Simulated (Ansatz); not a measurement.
Cost and result for the atomization energy of C₂H₄BN (`CC1=NB1`) (8 atoms, 8 bonds).

The species carries charge 0 and has multiplicity 1. Geometry: relaxed with PBE0-D4/def2-TZVP. Program: Ansatz. All runs use 2 threads of an AMD EPYC 7B13 on a shared host. Times are those of one run each, without the atoms' runs, and a repeat can differ threefold. Electronic energies, without spin–orbit coupling; frozen cores. CCSD(T)/CBS adds CCSD(T) − MP2 in def2-TZVPP to the MP2 limit, and its time is that of the two runs behind it. T1 = 0.011. B3LYP takes the VWN-RPA correlation (the form of Gaussian; ORCA's B3LYP/G).

CCSD(T)/CBS is a level of theory with its own doubt, some kJ/mol a heavy atom from the limit and from the frozen cores, so smaller differences don't rank the functionals.

```json
{"level": "revPBE-D4/def2-TZVPP", "functions": "180", "wall time": "1.3 s"}
{"level": "PBE-D4/def2-TZVPP (with forces)", "functions": "180", "wall time": "1.6 s"}
{"level": "BHLYP-D4/def2-TZVPP", "functions": "180", "wall time": "1.6 s"}
{"level": "CCSD(T)/def2-SVP", "functions": "76", "wall time": "1.7 s"}
{"level": "CAM-B3LYP-D4/def2-TZVPP", "functions": "180", "wall time": "2 s"}
{"level": "B3LYP-D4/def2-TZVPP (with forces)", "functions": "180", "wall time": "2.4 s"}
{"level": "r2SCANh-D4/def2-TZVPP", "functions": "180", "wall time": "2.8 s"}
{"level": "B2PLYP/def2-TZVPP", "functions": "180", "wall time": "3.2 s"}
{"level": "ωB97X-V/def2-TZVPP", "functions": "180", "wall time": "4.4 s"}
{"level": "B97M-V/def2-TZVPP", "functions": "180", "wall time": "5.5 s"}
{"level": "MP2/def2-QZVPP", "functions": "348", "wall time": "11 s"}
{"level": "CCSD(T)/def2-TZVPP", "functions": "180", "wall time": "25 s"}
{"level": "CCSD(T)/CBS(def2)", "functions": "–", "wall time": "36 s"}
```

Question: What atomization energy does each give, and how far from CCSD(T)/CBS? (Estimate.)

Answer: The calculation gave: 
```json
{"level": "revPBE-D4/def2-TZVPP", "atomization (kcal/mol)": "791.3", "difference from CCSD(T)/CBS": "11.5", "per bond": "1.4"}
{"level": "PBE-D4/def2-TZVPP (with forces)", "atomization (kcal/mol)": "813.0", "difference from CCSD(T)/CBS": "33.2", "per bond": "4.1"}
{"level": "BHLYP-D4/def2-TZVPP", "atomization (kcal/mol)": "763.2", "difference from CCSD(T)/CBS": "-16.6", "per bond": "-2.1"}
{"level": "CCSD(T)/def2-SVP", "atomization (kcal/mol)": "747.4", "difference from CCSD(T)/CBS": "-32.4", "per bond": "-4.1"}
{"level": "CAM-B3LYP-D4/def2-TZVPP", "atomization (kcal/mol)": "792.1", "difference from CCSD(T)/CBS": "12.3", "per bond": "1.5"}
{"level": "B3LYP-D4/def2-TZVPP (with forces)", "atomization (kcal/mol)": "789.6", "difference from CCSD(T)/CBS": "9.8", "per bond": "1.2"}
{"level": "r2SCANh-D4/def2-TZVPP", "atomization (kcal/mol)": "783.6", "difference from CCSD(T)/CBS": "3.8", "per bond": "0.5"}
{"level": "B2PLYP/def2-TZVPP", "atomization (kcal/mol)": "781.2", "difference from CCSD(T)/CBS": "1.4", "per bond": "0.2"}
{"level": "ωB97X-V/def2-TZVPP", "atomization (kcal/mol)": "789.0", "difference from CCSD(T)/CBS": "9.2", "per bond": "1.1"}
{"level": "B97M-V/def2-TZVPP", "atomization (kcal/mol)": "791.1", "difference from CCSD(T)/CBS": "11.3", "per bond": "1.4"}
{"level": "MP2/def2-QZVPP", "atomization (kcal/mol)": "790.8", "difference from CCSD(T)/CBS": "11.0", "per bond": "1.4"}
{"level": "CCSD(T)/def2-TZVPP", "atomization (kcal/mol)": "759.5", "difference from CCSD(T)/CBS": "-20.3", "per bond": "-2.5"}
{"level": "CCSD(T)/CBS(def2)", "atomization (kcal/mol)": "779.8", "difference from CCSD(T)/CBS": "0.0", "per bond": "0.0"}
```

From r2SCAN to r2SCAN0 (25 % exact exchange), in def2-TZVPP and without D4, the atomization energy moves by −13.3 kcal/mol: exact exchange takes away binding that semilocal exchange gives to molecules. In def2-TZVPP, CCSD(T) changes the Hartree–Fock value by +191.3 kcal/mol (the triples alone add +13.7 kcal/mol) and MP2 by +210.5 kcal/mol; breaking electron pairs costs correlation energy, which Hartree–Fock lacks. Leaving LDA and LC-ωPBE aside and taking each functional with its dispersion term where it has one, the values spread over 49.8 kcal/mol, from BHLYP-D4 to PBE-D4. LDA lies +94.9 kcal/mol from PBE without D4, its usual overbinding.
